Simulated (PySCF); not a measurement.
CH₅GaO₂, SMILES [OH][Ga]([OH])[CH3].

The structure is a stationary point at PBE-D3(BJ)/def2-SVP. The values are those of a single conformer.

These are HF/def2-TZVP (PySCF) values and carry that method's errors.

The molecule is in vacuum.

- total energy: -2113.90310 hartree
- highest occupied level: -11.89 eV
- lowest empty level: 2.55 eV
- orbital gap: 14.43 eV
- dipole moment: 2.62 D
- quadrupole, principal values (traceless, Buckingham form, about the centre of nuclear charge): -6.29, 2.26, 4.02 D·Å
- mean static polarisability: 40.8 bohr³ (6.04 Å³)
- polarisability, principal values: 33.0, 41.6, 47.7 bohr³
